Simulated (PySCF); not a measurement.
**Assigning NMR signals**

Numbering as in the mapped SMILES `[CH3:1][C@@:2]12[CH2:3][C@@H:4]1[C@@H:5]2[CH:6]([F:7])[F:8]`; H(Xn) means a hydrogen on atom n. Ha(C3) is cis to C5 on the ring; Hb(C3) is trans to C5 on the ring.

PySCF 2.14.0 with density-fitted response routines calculation with structure optimised with GFN2-xTB and GIAO PBE0/pcSseg-1 shieldings; no solvent model, one averaged value for each set of equivalent atoms, a single conformation, relativity neglected.

Shifts are taken against calculated references (same method and geometry level): $^{13}$C, $^{1}$H against TMS.

(1) Assign these signals to the numbered atoms. $^{13}$C{$^{1}$H} NMR (computed): δ 119.2 (CH), 51.1 (CH), 30.8 (CH2), 16.9 (C), 15.3 (CH3), 10.0 (CH).

(2) Assign these signals to the numbered atoms. $^{1}$H NMR (300 MHz, computed): δ 5.77 (m, 1H), 2.01 (m, 1H), 1.79 (s, 3H), 1.77 (m, 1H), 1.27 (m, 1H), 1.12 (m, 1H).

Results:

(1) 
119.2 → C6, sp3 CH bonded to 2 F: 2 electronegative neighbours deshield it
51.1 → C5, three-membered-ring carbon: a saturated carbon with 3 carbon neighbours and no heteroatom attached
30.8 → C3, three-membered-ring carbon
16.9 → C2, three-membered-ring carbon
15.3 → C1, methyl carbon: aliphatic region, no heteroatom directly attached
10.0 → C4, three-membered-ring carbon: carbons of three-membered rings are unusually shielded

C2 and C1 lie closer than the usual error of such a calculation, so a measured spectrum could show them in the other order.

(2) 
| δ (ppm) | atoms | environment | reason |
| --- | --- | --- | --- |
| 5.77 | H(C6) | hydrogen on an sp3 CH bonded to 2 F | its carbon carries F, which withdraws density |
| 2.01 | H(C5) | hydrogen on a three-membered-ring carbon | – |
| 1.79 | H(C1) | hydrogen on a methyl carbon | far from electronegative atoms and π systems |
| 1.77 | H(C4) | hydrogen on a three-membered-ring carbon | far from electronegative atoms and π systems |
| 1.27 | Hb(C3) | hydrogen on a three-membered-ring carbon | – |
| 1.12 | Ha(C3) | hydrogen on a three-membered-ring carbon | – |

H(C1) and H(C4) lie closer than the usual error of such a calculation, so a measured spectrum could show them in the other order.

Splittings by $^{19}$F in the carbon and heteronuclear signals aren't shown, as no couplings were computed. Shifts are as computed. Against solution values, carbons near 30 ppm lie about +3 ppm off and those near 130 ppm about +5 ppm. Of 1309 compounds with measured shifts, 239 miss one by over three times the rms of a fit or turn the order of signals round; such compounds aren't used in these exercises. Multiplicities follow the n + 1 count of equivalent neighbours, as no J values were calculated; m marks all less simple cases, F and P coupling included.
